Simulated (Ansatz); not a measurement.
`C=[C]([GaH2])[InH2]` + `N=CO` → `O/C=[N]/[GaH2]` + `C=[CH][InH2]` at 298.15 K and 1 bar (ligand exchange at a Ga–C bond).

Computed with Ansatz on PBE0-D4/def2-TZVP structures; ΔE is electronic, products minus reactants. CCSD(T)/CBS adds triple-zeta CCSD(T) − MP2 to the extrapolated MP2 energy (def2 sets, frozen cores). This one scheme is used for every species. Elements past krypton have def2 core potentials. For Ga, In outer-core shells are correlated without core-valence functions, which leaves a few kJ/mol of doubt a bond. Scalar relativity is left out up to krypton. Each species was taken in one conformer, which may not be the lowest.

```
              species  CCSD(T)/CBS energy (Eh)  H − E (kJ/mol)  S (J/(mol·K))
`C=[C]([GaH2])[InH2]`              -2193.38903           170.7          380.4
               `N=CO`               -169.71775           133.0          250.2
     `O/C=[N]/[GaH2]`              -2094.25715           147.3          322.7
       `C=[CH][InH2]`               -268.86241           155.7          310.3
```

H − E and S are ideal-gas, rigid-rotor, harmonic terms from PBE0-D4/def2-TZVP, for one conformer and one mirror image of each species. 1 Eh = 2625.50 kJ/mol, R = 8.31446 J/(mol·K).

Problem. By hand: ΔE, ΔH, ΔS and ΔG.

Solution. ΔE = (-2094.25715) + (-268.86241) − (-2193.38903) − (-169.71775) = -0.01278 Eh = -33.6 kJ/mol. Δ(H − E) = 147.3 + 155.7 − 170.7 − 133.0 = -0.7, so ΔH = -34.3 kJ/mol. ΔS = 322.7 + 310.3 − 380.4 − 250.2 = 2.4 J/(mol·K). ΔG = -34.3 − 298.15 × (2.4)/1000 = -35.0 kJ/mol.

Problem. By hand: the equilibrium constant, and the temperature at which ΔG would vanish if ΔH and ΔS stayed fixed.

Solution. log₁₀ K = −ΔG/(RT ln 10) = 6.1. ΔH and −TΔS have one sign here, so there is no such temperature. One of them is within its doubt of zero, so this could turn.

The number of gas molecules stays the same, so ΔS is small and ΔH decides. A doubt of 5 kJ/mol in ΔE shifts log₁₀ K by 0.9 here. Other conformers and mirror images would add mixing entropy, several J/(mol·K) or more a flexible species. These are equilibria of isolated gas molecules and say nothing of rates. Largest T1 diagnostic: 0.016 (customary marks: 0.02 for closed shells, 0.045 for open ones).
